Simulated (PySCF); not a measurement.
C₅H₉ClFSi (doublet state).
Z-matrix (Å and degrees, GFN2-xTB geometry), rows numbered from 1:
```
C 
C   1  1.4898
C   2  1.3524  1  124.79
Si  3  1.8428  2  125.58  1     0.71
C   3  1.4992  2  117.74  1  -176.94
Cl  5  1.8013  3  110.48  2  -130.25
C   5  1.5244  3  113.27  2   107.20
F   7  1.3697  5  111.89  3    52.14
H   1  1.0885  2  110.45  3   150.24
H   1  1.0883  2  110.80  3    29.26
H   1  1.0918  2  110.74  3   -90.66
H   2  1.0833  1  115.86  3   179.12
H   4  1.4446  3  120.62  2   177.87
H   4  1.4525  3  117.47  2    24.12
H   5  1.0944  3  111.02  2   -13.72
H   7  1.0945  5  111.38  3   171.91
H   7  1.0960  5  109.39  3   -65.81
```

The hyperfine couplings belong to this conformer and change with its torsions.

The species is `C/C=C(\[SiH2])[C@H](Cl)CF` [radical].

Computed, not measured: PySCF 2.14.0, UKS B3LYP, pcH-1 on C Cl F H Si, non-relativistic, mean-field spin-orbit, GIAO. Isolated species at its GFN2-xTB geometry (one conformer only). A GFN2-xTB geometry isn't a minimum of the functional, and hyperfine couplings can be far from their values at a DFT geometry, by a factor of two or more for some ions and for spin on atoms past the first row. The SCF solution wasn't tested for stability.

Principal values of hyperfine tensors in MHz (contact, dipolar and spin–orbit terms together), for some of the nuclei:

| atom | isotope | A1 | A2 | A3 |
| --- | --- | --- | --- | --- |
| Si4 | 29Si | -387.39 | -126.05 | -125.67 |
| F8 | 19F | 65.14 | 65.92 | 98.28 |
| H11 | 1H | 26.42 | 27.52 | 30.94 |
| H13 | 1H | -38.63 | -24.43 | -19.46 |
| C2 | 13C | 1.63 | 3.35 | 67.38 |
| H14 | 1H | -34.47 | -20.61 | -15.87 |
| C3 | 13C | -34.89 | -11.30 | -7.95 |
| H9 | 1H | 9.40 | 9.89 | 14.07 |

(1) Give the isotropic coupling of each nucleus in MHz and in mT (g = 2.0034), and the anisotropic part.

(2) What spin density at the nucleus of Si4 lies behind its contact coupling (g_N = -1.11058)?

(3) H12 (1H, g_N = 5.58569) isn't in the table. Its spin density at the nucleus is -0.004242 bohr⁻³. What is its contact coupling?

(4) Which nucleus of the table has the largest anisotropic coupling, and what is its form?

(5) In a single crystal, with the field along each principal axis of the tensor of Si4 in turn, what first-order splitting does this nucleus give (isotropic g, quadrupole terms neglected)?

Answers

(1) a_iso is a third of the trace, T = A − a_iso, and a(mT) = a(MHz)/(g × 13.996). The tensors hold a spin–orbit part: the run splits a_iso into a_FC + a_SO, and T includes its anisotropic share.

```json
{"atom": "Si4", "a_iso (MHz)": "-213.04", "a_FC": "-214.16", "a_SO": "1.11", "a_iso (mT)": "-7.598", "T1": "-174.35", "T2": "86.99", "T3": "87.37"}
{"atom": "F8", "a_iso (MHz)": "76.44", "a_FC": "76.43", "a_SO": "0.02", "a_iso (mT)": "2.726", "T1": "-11.31", "T2": "-10.53", "T3": "21.83"}
{"atom": "H11", "a_iso (MHz)": "28.29", "a_FC": "28.29", "a_SO": "0.00", "a_iso (mT)": "1.009", "T1": "-1.87", "T2": "-0.78", "T3": "2.65"}
{"atom": "H13", "a_iso (MHz)": "-27.51", "a_FC": "-27.53", "a_SO": "0.02", "a_iso (mT)": "-0.981", "T1": "-11.12", "T2": "3.07", "T3": "8.05"}
{"atom": "C2", "a_iso (MHz)": "24.12", "a_FC": "24.17", "a_SO": "-0.04", "a_iso (mT)": "0.860", "T1": "-22.49", "T2": "-20.77", "T3": "43.26"}
{"atom": "H14", "a_iso (MHz)": "-23.65", "a_FC": "-23.67", "a_SO": "0.02", "a_iso (mT)": "-0.843", "T1": "-10.82", "T2": "3.04", "T3": "7.78"}
{"atom": "C3", "a_iso (MHz)": "-18.05", "a_FC": "-18.05", "a_SO": "0.00", "a_iso (mT)": "-0.644", "T1": "-16.84", "T2": "6.74", "T3": "10.10"}
{"atom": "H9", "a_iso (MHz)": "11.12", "a_FC": "11.12", "a_SO": "0.00", "a_iso (mT)": "0.397", "T1": "-1.73", "T2": "-1.23", "T3": "2.95"}
```

(2) a_FC = 800.24 MHz bohr³ × g_N × ρ(0)/(2S). With a_FC = -214.16 MHz and 2S = 1, ρ(0) = 0.241 bohr⁻³. The nuclear moment is negative, so coupling and spin density have opposite signs.

(3) By the same relation, a_FC = -18.96 MHz. Its full tensor has the principal values -29.93, -19.39, -7.57 MHz.

(4) Si4: -174.4, 87.0, 87.4 MHz (the dipolar term alone has -173.3, 86.4, 86.9), axial, in the ratio +1:+1:−2, the form that spin in one p orbital centred on that nucleus gives (the nuclear moment is negative).

(5) 2 lines (I = 1/2), spaced by |A_i|/(g × 13.996): 13.82, 4.50, 4.48 mT along the axes of A1, A2 and A3.
